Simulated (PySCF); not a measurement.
InFI2, SMILES [F][In]([I])[I]. Heavy atoms are numbered as in [In:1]([F:2])([I:3])[I:4].

Geometry: PBE0-D3(BJ)/def2-SVP. The structure was generated by enumeration; whether it is a known compound was not checked. The def2 effective core potentials stand for the cores of I, In; spin–orbit coupling is left out.

All values below come from PySCF with PBE0/def2-TZVP.

ESP charges are fitted to the potential on shells at 1.4 to 2.0 van der Waals radii. Atomic charges (e), one atom of each kind:

```tsv
atom	ESP fit	Löwdin
In1	(withheld)	-0.16
F2	(withheld)	-0.25
I3	(withheld)	0.21
```

Question: Fill in the missing entries. (The exact figures need the calculation; the answer reports its results.)

Answer: 
- In1, ESP fit: 0.57
- F2, ESP fit: -0.34
- I3, ESP fit: -0.12
